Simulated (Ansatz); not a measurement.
C4H3O (SMILES [c-]1ccoc1), charge -1, singlet, at a GFN2-xTB geometry (a gas-phase anion, which may not be bound at this level); CCSD(T)/STO-3G run with Ansatz (a first-principles code).

Input for Ansatz:
Ansatz 0.2 input:
```yaml
crystal:
  periodic: [false, false, false]
  atoms:
    - {symbol: O, position_ang: [0.00331424, -0.00072523, 1.15085558]}
    - {symbol: C, position_ang: [-0.00480857, 1.10916172, 0.26448605]}
    - {symbol: C, position_ang: [0.00618756, -1.05863609, 0.30308132]}
    - {symbol: C, position_ang: [-0.00715679, 0.81484723, -1.06555540]}
    - {symbol: C, position_ang: [0.00039392, -0.64547339, -0.98975849]}
    - {symbol: H, position_ang: [-0.00807905, 2.06158188, 0.79005941]}
    - {symbol: H, position_ang: [0.01244746, -2.04160206, 0.76339482]}
    - {symbol: H, position_ang: [0.00142101, -1.33357490, -1.83381975]}
basis:
  gaussian:
    orbitals: STO-3G
total_charge: -1
magnetization: {spin_polarized: false}
correlation: {method: ccsd_t}
```

It wrote (shortened):

```
Functional definition: HF
401 factors; integrals over basis functions are off by at most 4.5e-5 eV
mean field evaluation 1: about -6117.0143 eV, gradient 3.2e1 eV
mean field evaluation 2: about -6117.2614 eV, gradient 3.2e1 eV
mean field evaluation 4: about -6120.8312 eV, gradient 3.0e0 eV
mean field evaluation 8: about -6120.8881 eV, gradient 1.1e-1 eV
mean field evaluation 16: about -6120.6318 eV, gradient 1.4e0 eV
mean field -6120.88820993 eV, -224.9384928280 hartree, gradient 2.5e-6 eV, S^2 0.000000; 0 other end points of the search recorded, 0 dependent functions left out; unrestricted orbitals would lower it
5 core orbitals not correlated
reference -6120.88820993 eV, -224.9384928280 hartree; 13, 13 occupied and 10, 10 virtual orbitals, 401 factors
second order -7.30536458 eV of doubles, -0.00000000 eV of singles
cycle   1  -8.03147620 eV  change   -7.3e-1 eV  update   1.1e-1
cycle   2  -8.45277168 eV  change   -4.2e-1 eV  update   3.7e-2
cycle   3  -8.59795247 eV  change   -1.5e-1 eV  update   2.0e-2
cycle   4  -8.61151669 eV  change   -1.4e-2 eV  update   5.5e-3
cycle   5  -8.61078471 eV  change    7.3e-4 eV  update   1.6e-3
cycle   6  -8.60993231 eV  change    8.5e-4 eV  update   6.2e-4
cycle   7  -8.61004149 eV  change   -1.1e-4 eV  update   2.1e-4
cycle   8  -8.61018198 eV  change   -1.4e-4 eV  update   7.5e-5
cycle   9  -8.61017466 eV  change    7.3e-6 eV  update   3.0e-5
perturbative correction -0.26086722 eV, -0.0095866934 hartree
Total energy: -6129.75925181 eV, -225.2644976038 hartree
```
